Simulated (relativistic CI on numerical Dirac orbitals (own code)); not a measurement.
A reference radial Dirac CI calculation of Ta VII gave the lowest total energy -15581.19204 Ha in 27 SCF steps, from this input:

```
atom Ta  Z=73  charge=6  electrons=67
nucleus A=181  rms_radius_fm=5.3507
hamiltonian dirac-coulomb  breit=on  qed=on  c_scale=1
orbitals kli  potential=per-configuration
slater_scale 1
correlation none
mixing on
grid step=0.0125 r_max=28.7
scf mixing=0.4 start=green max_iterations=150 tolerance=2e-08 node_fill=0.05
configurations
  [Xe] 4f13
  [Kr] 4d10 4f14 5s2 5p5
end
```

One setting was then changed, and the output read:

```
SCF 1: [Xe] 4f13
 iter      energy (Ha)   residual   last orbital (Ha)
    1    -14723.983629   4.19e+00     -8.49345
    2    -14791.303838   1.42e+00     -5.79810
    3    -14797.259571   3.16e-01     -4.57588
    4    -14797.775286   1.43e-01     -4.62127
    5    -14797.941820   2.75e-01     -4.58580
    6    -14798.121882   1.53e-02     -4.42822
    7    -14798.119854   9.84e-03     -4.42169
    8    -14798.121405   9.72e-03     -4.41664
    9    -14798.121337   7.21e-03     -4.41009
   10    -14798.121324   5.81e-03     -4.40598
   11    -14798.121304   4.40e-03     -4.40187
   12    -14798.121225   8.56e-06     -4.38929
   13    -14798.121225   3.79e-06     -4.38929
   14    -14798.121225   1.71e-07     -4.38930
   15    -14798.121225   7.48e-08     -4.38930
   16    -14798.121225   3.34e-08     -4.38930
   17    -14798.121225   6.00e-09     -4.38930
SCF 2: [Kr] 4d10 4f14 5s2 5p5
 iter      energy (Ha)   residual   last orbital (Ha)
    1    -14717.467922   4.38e+00     -8.49345
    2    -14791.267969   1.46e+00     -5.72486
    3    -14797.034598   3.38e-01     -4.50181
    4    -14797.908726   1.22e-01     -4.56474
    5    -14797.410428   3.15e-01     -4.46672
    6    -14798.138137   7.36e-02     -4.52328
    7    -14798.140378   6.65e-02     -4.48380
    8    -14798.141311   2.04e-01     -3.68716
    9    -14798.141231   1.51e-01     -3.83469
   10    -14798.138787   1.53e-02     -4.33805
   11    -14798.139004   2.83e-03     -4.29908
   12    -14798.139009   1.73e-04     -4.29083
   13    -14798.139004   8.03e-06     -4.29041
   14    -14798.139002   8.26e-07     -4.29039
   15    -14798.139002   4.78e-07     -4.29039
   16    -14798.139002   8.95e-09     -4.29039
orbital energies (Ha): 4p3/2 -17.2883  4d3/2 -11.7920  4d5/2 -11.7879  5s -5.3082  4f5/2 -4.6461  4f7/2 -4.6453  5p1/2 -4.3923  5p3/2 -4.3893
configuration averages (Ha): Dirac-Coulomb, Breit, QED
  4f13 5p6                    -14798.121225    0.151026    5.292144
  4f14 5p5                    -14798.139002    0.150926    5.291146
levels: no., configuration, term, J, E (cm-1), weight
   1 4f14 5p5               2P*  3/2              0.0  1.00
   2 4f14 5p5               2P*  1/2            630.2  1.00
   3 4f13 5p6               2F*  7/2           4278.8  1.00
   4 4f13 5p6               2F*  5/2           4450.6  1.00
lowest total energy -14792.697887 Ha
end: converged
```

Problem. Which setting was changed?
A. Slater scale
B. end of the grid
C. start potential
D. speed of light

Solution. D. The speed of light × 10.
